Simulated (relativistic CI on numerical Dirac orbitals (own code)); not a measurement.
Sensitivity of the levels of Er38+ to α and to the nuclear radius

Method of calculation: Dirac-Coulomb-Breit CI, KLI orbitals optimised for each configuration, derivatives by finite differences, unscaled Slater integrals, QED left out (own radial code, finite nucleus).

Configuration list (outside the closed core [Ar] 3d10): 4s2, 4s 4p, 4p2, 4s 4d, 4d2, 4s 4f, 4p 4d, 4f2. Levels of other configurations are missing.

With x = (α/α₀)² − 1 an excitation energy changes as ω = ω₀ + qx; K = 2q/ω₀ is the relative enhancement. Terms are leading LS components, so labels can repeat. The field-shift factor is F = δν/δ⟨r²⟩ for the transition from the lowest level.

Lowest level 4s2 1S_0.

| Level | ω₀ (cm⁻¹) | q (cm⁻¹) | K | F (GHz/fm²) |
| --- | --- | --- | --- | --- |
| 4s 4p 3P°_0 | 596637 | 83800 | 0.281 | -1070 |
| 4s 4p 3P°_1 | 645161 | 99590 | 0.309 | -1080 |
| 4s 4p 3P°_2 | 1108949 | 684500 | 1.23 | -1130 |
| 4s 4p 1P°_1 | 1242003 | 678200 | 1.09 | -1140 |
| 4p2 3P_0 | 1374862 | 187000 | 0.272 | -2170 |
| 4p2 3P_1 | 1842585 | 778700 | 0.845 | -2230 |
| 4p2 1D_2 | 1851092 | 776700 | 0.839 | -2180 |
| 4s 4d 3D_1 | 2228340 | 721400 | 0.647 | -1130 |
| 4s 4d 3D_2 | 2245421 | 784000 | 0.698 | -1240 |
| 4p2 3P_2 | 2319706 | 1.131e+06 | 0.975 | -1770 |
| 4s 4d 3D_3 | 2335476 | 830800 | 0.711 | -1120 |
| 4p2 1S_0 | 2444174 | 1.371e+06 | 1.12 | -2280 |
| 4s 4d 1D_2 | 2480780 | 1.021e+06 | 0.823 | -1580 |

At this charge energies of transitions that change n are usually good to better than 1 %, and those within a shell (Δn = 0) to a few per cent.
